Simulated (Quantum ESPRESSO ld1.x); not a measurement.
Q: All-electron atom: Cl V in [Ne] 3s2 3p1. Method: non-relativistic Kohn-Sham, LDA (Slater exchange, Perdew-Wang correlation), spin-polarised, spherical densities, point nucleus; open shells are filled with parallel spins first; computed with ld1.x of Quantum ESPRESSO 7.5. Some entries of the table are withheld. Estimate them.

orbital  occ.  eigenvalue (Ry)  <r> (bohr)
1s up       1         -205.631     0.09165
1s down     1         -205.610     0.09164
2s up       1         -23.0583      0.4465
2s down     1         -23.0350      0.4462
2p up       3         -18.7900         (1)
2p down     3         -18.7613         (2)
3s up       1              (3)       1.354
3s down     1              (4)       1.358
3p up       1         -4.43890       1.439
3p down     0         -4.32040       1.447

A: 
(1) 2p up <r> (bohr): 0.4060
(2) 2p down <r> (bohr): 0.4057
(3) 3s up eigenvalue (Ry): -5.46031
(4) 3s down eigenvalue (Ry): -5.33731
